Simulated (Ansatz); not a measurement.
Steps of a relaxation of `C/C=C/[SiH2]N` with RKS PBE-D4/def2-SVP.

```sh
$ ansatz run in.yaml --threads 4 --pin off --events-out ev --progress --plain --max-ram 10444MiB
```

```yaml
crystal:
  periodic: [false, false, false]
  atoms:
    - {symbol: C, position_ang: [-1.694000, 1.415200, 1.088400]}
    - {symbol: C, position_ang: [-0.520100, 0.658000, 0.769400]}
    - {symbol: C, position_ang: [-0.535400, -0.388100, -0.080100]}
    - {symbol: Si, position_ang: [1.016600, -1.402800, -0.508700]}
    - {symbol: N, position_ang: [1.773000, -0.644900, -1.782300]}
    - {symbol: H, position_ang: [-1.585700, 2.521200, 0.792000]}
    - {symbol: H, position_ang: [-1.926400, 1.423900, 2.153600]}
    - {symbol: H, position_ang: [-2.584400, 1.107000, 0.535400]}
    - {symbol: H, position_ang: [0.398900, 0.998800, 1.314900]}
    - {symbol: H, position_ang: [-1.410900, -0.701200, -0.542600]}
    - {symbol: H, position_ang: [1.893100, -1.495200, 0.634500]}
    - {symbol: H, position_ang: [0.577000, -2.750300, -0.958700]}
    - {symbol: H, position_ang: [2.605300, -1.087600, -1.937300]}
    - {symbol: H, position_ang: [1.979900, 0.316800, -1.449700]}
basis:
  gaussian: {orbitals: def2-SVP}
hamiltonian: {xc: pbe, dispersion: d4}
relax: {f_tol: 0.03, max_steps: 200}
```

Positions (Å) and forces (eV/Å) along the path, 9 of 13 steps:

```xyz
14
step=1 energy=-12608.5223 eV
C    -1.694    1.415    1.088   -1.368    2.721   -0.366
C    -0.520    0.658    0.769    1.226   -0.795   -0.123
C    -0.535   -0.388   -0.080    3.387   -0.074    1.066
Si    1.017   -1.403   -0.509   -2.763   -0.637    1.298
N     1.773   -0.645   -1.782   -1.699    3.291   -1.002
H    -1.586    2.521    0.792    0.087   -0.823    0.419
H    -1.926    1.424    2.154   -0.138    0.022    0.718
H    -2.584    1.107    0.535   -0.437   -0.428   -0.171
H     0.399    0.999    1.315   -0.122   -0.407   -0.374
H    -1.411   -0.701   -0.543   -2.396   -0.492   -1.079
H     1.893   -1.495    0.634    0.658   -0.250    1.267
H     0.577   -2.750   -0.959   -0.018   -0.414    0.023
H     2.605   -1.088   -1.937    3.514   -1.496   -1.120
H     1.980    0.317   -1.450    0.070   -0.218   -0.556
14
step=3 energy=-12609.2355 eV
C    -1.752    1.480    1.108   -0.068    0.030    0.061
C    -0.559    0.618    0.821    0.039   -0.136    0.240
C    -0.511   -0.396   -0.073    0.021   -0.045   -0.103
Si    1.035   -1.394   -0.454   -0.184   -0.052    0.112
N     1.809   -0.662   -1.854    0.420    0.129    0.076
H    -1.541    2.546    0.870    0.003   -0.001   -0.012
H    -2.021    1.464    2.190    0.054   -0.037   -0.089
H    -2.642    1.164    0.525    0.058    0.026    0.008
H     0.341    0.825    1.446   -0.120    0.018   -0.169
H    -1.431   -0.614   -0.660    0.127    0.084    0.043
H     1.884   -1.474    0.809   -0.065    0.055   -0.069
H     0.666   -2.803   -0.846    0.048    0.037    0.028
H     2.690   -1.124   -2.140   -0.274    0.139   -0.012
H     2.018    0.340   -1.711   -0.061   -0.249   -0.112
14
step=4 energy=-12609.2437 eV
C    -1.763    1.474    1.125    0.014   -0.207    0.086
C    -0.581    0.583    0.864    0.121    0.211   -0.241
C    -0.508   -0.386   -0.080   -0.229    0.031   -0.118
Si    1.036   -1.385   -0.439    0.138    0.096   -0.126
N     1.816   -0.681   -1.862    0.273   -0.078    0.158
H    -1.517    2.535    0.908    0.017    0.026   -0.006
H    -2.058    1.441    2.199    0.005    0.010   -0.079
H    -2.641    1.184    0.511    0.056    0.033    0.039
H     0.333    0.815    1.452   -0.146   -0.133    0.110
H    -1.405   -0.549   -0.724    0.179   -0.010    0.195
H     1.871   -1.417    0.836   -0.060    0.035   -0.085
H     0.699   -2.809   -0.801    0.019    0.032    0.023
H     2.675   -1.158   -2.188   -0.319    0.120    0.074
H     2.032    0.323   -1.772   -0.065   -0.165   -0.030
14
step=5 energy=-12609.2629 eV
C    -1.767    1.474    1.131    0.016   -0.127    0.026
C    -0.585    0.585    0.864    0.098    0.041   -0.024
C    -0.502   -0.365   -0.098   -0.223    0.020   -0.070
Si    1.042   -1.365   -0.437    0.184    0.094   -0.120
N     1.820   -0.704   -1.880    0.128   -0.072    0.169
H    -1.504    2.542    0.961   -0.009   -0.024    0.014
H    -2.089    1.399    2.195    0.005    0.018   -0.071
H    -2.630    1.217    0.481    0.058    0.037    0.048
H     0.301    0.757    1.516   -0.127   -0.034   -0.055
H    -1.393   -0.524   -0.746    0.153    0.058    0.085
H     1.867   -1.339    0.840   -0.018    0.012   -0.053
H     0.726   -2.806   -0.750    0.008    0.030    0.006
H     2.660   -1.198   -2.219   -0.216    0.061    0.057
H     2.040    0.300   -1.830   -0.056   -0.114   -0.011
14
step=7 energy=-12609.2822 eV
C    -1.811    1.444    1.172    0.058    0.059    0.038
C    -0.600    0.599    0.926    0.137   -0.197   -0.223
C    -0.445   -0.246   -0.122   -0.016   -0.018   -0.012
Si    1.087   -1.288   -0.424   -0.084    0.120    0.024
N     1.832   -0.802   -1.933    0.045   -0.043   -0.039
H    -1.564    2.527    1.146    0.042    0.022    0.047
H    -2.253    1.249    2.170   -0.002   -0.006    0.074
H    -2.583    1.257    0.407   -0.138   -0.014   -0.085
H     0.231    0.679    1.655   -0.067    0.058    0.055
H    -1.282   -0.317   -0.849    0.085    0.006    0.036
H     1.941   -1.163    0.822    0.013    0.010    0.039
H     0.747   -2.744   -0.602    0.001   -0.032    0.012
H     2.577   -1.401   -2.304   -0.060    0.010    0.005
H     2.110    0.178   -2.034   -0.013    0.024    0.028
14
step=8 energy=-12609.2886 eV
C    -1.819    1.438    1.182   -0.141    0.074    0.031
C    -0.615    0.587    0.918    0.101   -0.122   -0.123
C    -0.444   -0.232   -0.150   -0.032    0.070    0.077
Si    1.099   -1.259   -0.417   -0.059    0.003    0.020
N     1.842   -0.821   -1.940    0.155    0.000   -0.102
H    -1.547    2.520    1.225   -0.027   -0.137    0.002
H    -2.272    1.197    2.173    0.051    0.035   -0.130
H    -2.596    1.305    0.396    0.100    0.036    0.130
H     0.198    0.646    1.674   -0.084    0.011   -0.066
H    -1.261   -0.285   -0.899    0.067    0.019    0.043
H     1.932   -1.075    0.838    0.028    0.001   -0.012
H     0.787   -2.731   -0.545    0.021    0.037    0.000
H     2.534   -1.467   -2.341   -0.127    0.119    0.076
H     2.149    0.148   -2.084   -0.053   -0.144    0.054
14
step=10 energy=-12609.2882 eV rejected
C    -1.820    1.439    1.180   -0.042    0.010   -0.017
C    -0.622    0.580    0.907   -0.068    0.009    0.028
C    -0.443   -0.235   -0.158    0.019    0.047    0.029
Si    1.103   -1.253   -0.412    0.003   -0.093   -0.016
N     1.833   -0.827   -1.944   -0.364   -0.132    0.211
H    -1.532    2.512    1.249   -0.012   -0.034   -0.016
H    -2.273    1.186    2.164    0.003   -0.004   -0.032
H    -2.601    1.334    0.398    0.057    0.010    0.045
H     0.175    0.633    1.674    0.048   -0.007   -0.007
H    -1.245   -0.279   -0.920   -0.012    0.000   -0.016
H     1.949   -1.056    0.833   -0.003    0.021   -0.006
H     0.810   -2.730   -0.525   -0.001    0.026    0.007
H     2.518   -1.463   -2.338    0.259   -0.259   -0.152
H     2.135    0.132   -2.080    0.114    0.405   -0.058
14
step=12 energy=-12609.2926 eV
C    -1.824    1.436    1.182    0.007   -0.002    0.002
C    -0.620    0.583    0.916   -0.025   -0.033    0.034
C    -0.431   -0.218   -0.158   -0.019   -0.018    0.007
Si    1.107   -1.250   -0.411    0.017   -0.005   -0.001
N     1.827   -0.840   -1.953   -0.036   -0.002    0.020
H    -1.539    2.508    1.269   -0.001    0.005    0.002
H    -2.296    1.168    2.152    0.000   -0.003    0.001
H    -2.586    1.342    0.384   -0.003    0.001   -0.007
H     0.169    0.619    1.693    0.019    0.030   -0.026
H    -1.232   -0.260   -0.922    0.015    0.027   -0.015
H     1.963   -1.038    0.825   -0.005    0.000   -0.007
H     0.803   -2.725   -0.504   -0.001    0.001    0.002
H     2.520   -1.481   -2.345    0.023   -0.023   -0.008
H     2.127    0.127   -2.100    0.008    0.023   -0.004
14
step=13 energy=-12609.2931 eV
C    -1.825    1.434    1.184   -0.003    0.007   -0.001
C    -0.623    0.581    0.916   -0.001    0.002    0.017
C    -0.432   -0.217   -0.160   -0.010    0.005    0.000
Si    1.107   -1.249   -0.411    0.011   -0.006    0.000
N     1.827   -0.843   -1.954   -0.018   -0.001    0.010
H    -1.540    2.505    1.277   -0.007   -0.013    0.000
H    -2.298    1.162    2.154    0.003    0.001   -0.014
H    -2.588    1.344    0.385    0.011    0.001    0.011
H     0.171    0.623    1.689   -0.003   -0.001   -0.015
H    -1.227   -0.250   -0.931    0.003    0.002    0.003
H     1.961   -1.031    0.826   -0.002   -0.001   -0.008
H     0.805   -2.724   -0.498    0.000    0.004    0.000
H     2.519   -1.487   -2.345    0.012   -0.011   -0.002
H     2.130    0.123   -2.104    0.004    0.010   -0.003
```

Hardware: 4 threads of an Arm Neoverse V1 on a shared host. Wall time 19 s, peak host memory 0.16 GiB.
